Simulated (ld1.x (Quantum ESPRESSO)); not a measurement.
**Varying the TM semilocal potential for As**

Base potential:

As (Z = 33), norm-conserving Troullier–Martins (semilocal form), made with ld1.x (Quantum ESPRESSO) 7.5 (LDA (PZ), scalar-relativistic). Core [Ar], reference 3d10 4s2 4p2 (charge +1). Waves: 4s (bound): rc 1.70 bohr; 3d (bound): rc 0.70 bohr; 4p (bound): rc 1.45 bohr. Local part: the p channel. Core correction: none.

All-electron outer shells of the reference configuration (LDA (PZ), scalar-relativistic, ld1.x):

| shell | level (eV) | outermost node (bohr) | outermost maximum (bohr) |
| --- | --- | --- | --- |
| 3p | -143.22 | 0.22 | 0.52 |
| 3d | -50.68 | – | 0.47 |
| 4s | -23.61 | 0.73 | 1.59 |
| 4p | -13.54 | 0.78 | 1.90 |

Cutoffs, loose and tight: the cutoffs (Ry, on a coarse ladder) from which the occupation-weighted sum of valence levels, in a spherical-Bessel basis at the reference potential, stays within 10 and 1 mRy of its value at 400 Ry. They do not see the model core or the augmentation charge, which bear on the density cutoff. Test errors are all-electron minus pseudo excitation energies from the reference, over the configurations 3d10 4s2 4p3; 3d10 4s2 4p1; 3d10 4s2 4p0; 3d10 4s1 4p0; 3d10 4s2 4p2.5; 3d9 4s2 4p4; 3d10 4s1 4p3 (two spin-polarised tests are not counted in the largest error). A dash means not determined; rows that change the core or the reference have their own tests. The largest error is taken over the tests solved by every variant that gives reliable tests at all: 3d10 4s1 4p0; 3d10 4s2 4p0; 3d10 4s2 4p1; 3d10 4s2 4p2.5; 3d10 4s2 4p3.

A true bound ghost makes a file unfit for plane-wave use even where its test errors are small: the radial tests pick states by their node count and pass the ghost by.

Cutoffs are not given where the Bessel-basis levels miss the radial ones by over 6 mRy, ghosts where they miss by over 20 mRy; a channel whose overlap is not positive is not tested.

In the semilocal form every listed channel keeps its own potential, so the choice of the local channel does not act on these tests. It acts once the file is put into the separable form.

A semilocal file is local in each channel, so a ghost entry of none says nothing of the separable form that plane-wave codes build from it.

On the changes marked as counting shells twice: ld1.x takes every shell without a wave as core, so the model core holds the marked electrons as well and exchange and correlation see them twice. This cancels in the reference configuration, but the file is broken for other ones, and its errors say nothing about a proper core correction.

```csv
change,outcome,"cutoff, loose","cutoff, tight",bound ghosts,largest test error (meV)
base,generated,–,–,not determined,+47
wave 4s (bound): rc 1.70 bohr becomes 4s (bound): rc 1.98 bohr,generated,–,–,not determined,+51
"core [Ne], valence charge 23; reference 3s2 3p6 3d10 4s2 4p3; waves now 3s (bound): rc 0.60 bohr; 3p (bound): rc 0.90 bohr; 3d (bound): rc 0.75 bohr; local potential the d channel; core correction a·sin(br)/r model core, default radius (core density twice the valence density) (4p, 4s counted twice)","generated, misses its reference levels by 0.15 eV",over 300 Ry,over 300 Ry,none,-1899
wave 4p (bound): rc 1.45 bohr becomes 4p (bound): rc 1.64 bohr,generated,–,–,not determined,+53
"type ultrasoft, which also changes the form from semilocal to separable; waves now 4s (bound): rcut 1.50, rcutus 1.70 bohr; 4s channel at -1.25 Ry: rcut 1.50, rcutus 1.70 bohr; 4p (bound): rcut 1.25, rcutus 1.45 bohr; 4p channel at 1.3 Ry: rcut 1.25, rcutus 1.45 bohr; 3d (bound): rcut 0.60, rcutus 0.70 bohr; 3d channel at -3.2 Ry: rcut 0.60, rcutus 0.70 bohr; local potential all-electron potential smoothed inside 0.85 bohr (lloc = -1); augmentation built from norm-conserving waves at rcut, not smoothed further",generated,over 300 Ry,over 300 Ry,"s, p",+34
wave 3d (bound): rc 0.70 bohr becomes 3d (bound): rc 1.04 bohr,generated,260 Ry,over 300 Ry,none,+51
reference 3d10 4s2 4p1,generated,–,–,not determined,+32
core correction a·sin(br)/r model core inside 0.42 bohr,generated,–,–,not determined,-17
local potential the d channel,generated,–,–,not determined,+47
```
